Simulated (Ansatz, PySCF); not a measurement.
Molecule: sum formula H5GeO4, net charge 1, singlet state. It need not be the lowest isomer of its formula. 
Coordinates optimised at B3LYP-D3(BJ)/def2-TZVP (Ansatz, an electronic-structure program):
SMILES: [OH][Ge]([OH])([OH])[OH2+]
```xyz
10

O      0.1353     1.3559    -1.1613
Ge    -0.0199    -0.1420     0.1118
O     -1.1948     0.6966     1.0663
O     -0.4945    -1.4500    -0.9052
O      1.6044    -0.2470     0.6857
H     -0.2096     2.2210    -0.8827
H     -1.0501     0.7151     2.0228
H     -1.4444    -1.5897    -1.0279
H      2.0382    -1.1060     0.5785
H      0.8994     1.4609    -1.7515
```
Charge +1, spin multiplicity 1.

Property: vertical ionisation energy (to the doublet state of charge +2; each state is the SCF solution reached for its spin), in eV. Cores are frozen in the correlated levels unless marked. UHF or UKS for open shells. No spin-orbit coupling. The frozen core is the preceding noble-gas configuration, with the filled d and f shells of earlier blocks. No relativistic terms. 

| level | program | vertical ionisation energy (eV) |
|---|---|---|
| PBE/def2-TZVPD | Ansatz | 16.26 |
| r2SCAN/def2-TZVPD | Ansatz | 16.51 |
| B3LYP/def2-TZVPD | Ansatz | 16.90 |
| BHLYP/def2-TZVPD | Ansatz | 17.37 |
| B2PLYP/def2-TZVPD | Ansatz | 17.54 |
| RI-MP2/aug-cc-pVQZ | Ansatz | 18.04 |

For comparison, minus the highest occupied orbital energy (PySCF): 16.55 eV at M06-2X/def2-TZVPD, 13.75 eV at TPSSh/def2-TZVPD, 19.28 eV at HF/def2-TZVPD.
